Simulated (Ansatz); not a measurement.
`O=CC([SiH3])[SeH]` + H₂Se → `[SeH][SeH]` + `O=CC[SiH3]`  (ligand exchange at the Se–C bond)

Computed with Ansatz on PBE0-D4/def2-TZVP structures; ΔE is electronic, products minus reactants. CCSD(T)/CBS adds triple-zeta CCSD(T) − MP2 to the extrapolated MP2 energy (def2 sets, frozen cores). DFT in def2-TZVPP. B3LYP here is the variant with VWN-RPA as its local correlation; programs differ in this. For Se outer-core shells are correlated without core-valence functions, which leaves a few kJ/mol of doubt a bond. Scalar relativity is left out up to krypton. One conformer a species, not always the lowest.

`O=CC([SiH3])[SeH]`:

Z-matrix (Å, degrees):
```
C
C 1 1.488
Se 1 1.956 2 114.0
Si 1 1.902 2 109.7 3 -120.0
H 1 1.094 2 108.6 3 122.4
O 2 1.201 1 126.1 3 16.0
H 2 1.110 1 113.3 3 -166.2
H 3 1.471 1 91.5 2 -14.5
H 4 1.490 1 110.1 2 -58.9
H 4 1.482 1 107.8 2 -177.9
H 4 1.481 1 108.5 2 61.4
```

H₂Se:

Cartesian coordinates in Å:
```
Se 0.684 -0.022 0.009
H -0.310 1.055 0.079
H -0.374 -1.033 -0.088
```

`[SeH][SeH]`:

```xyz
4

Se    0.436    0.022   -1.193
Se   -1.168   -0.143    0.480
H     1.144    1.186   -0.632
H    -0.413   -1.065    1.345
```

`O=CC[SiH3]`:

Z-matrix (Å, degrees):
```
C
C 1 1.497
Si 1 1.889 2 112.7
H 1 1.097 2 108.4 3 -123.5
H 1 1.097 2 108.4 3 123.5
O 2 1.202 1 123.9 3 0.0
H 2 1.111 1 116.0 3 -180.0
H 3 1.483 1 110.6 2 -61.3
H 3 1.483 1 110.6 2 61.3
H 3 1.488 1 107.7 2 180.0
```

(1) Is it downhill or uphill in electronic energy at CCSD(T)/CBS, and by how much? (Best estimate.)

(2) What do these levels give: r2SCAN-D4, B3LYP-D4, B2PLYP, PBE, r2SCAN, MP2/def2-TZVPP, SCS-MP2/def2-TZVPP, CCSD/def2-TZVPP, HF/def2-QZVPP, SCS-MP2/def2-QZVPP, HF/CBS(def2), MP2/CBS(def2)? (An estimate is asked.)

Largest T1 diagnostic among the species: 0.014.

## Answers

(1) Computed: Downhill: ΔE = -0.39 eV.

(2) Ansatz gave: r2SCAN-D4 -0.43, B3LYP-D4 -0.49, B2PLYP -0.48, PBE -0.48, r2SCAN -0.44, MP2/def2-TZVPP -0.30, SCS-MP2/def2-TZVPP -0.37, CCSD/def2-TZVPP -0.41, HF/def2-QZVPP -0.69, SCS-MP2/def2-QZVPP -0.40, HF/CBS(def2) -0.69, MP2/CBS(def2) -0.33 eV.

In def2-TZVPP, CCSD(T) changes the Hartree–Fock value by +0.31 eV (the triples alone add +0.05 eV) and MP2 by +0.37 eV. The D4 term adds +0.09 eV with B3LYP and +0.05 eV with PBE0; it sums over pairs of atoms, weighted by their polarisabilities, and B3LYP, whose exchange is more repulsive, gets the larger term.
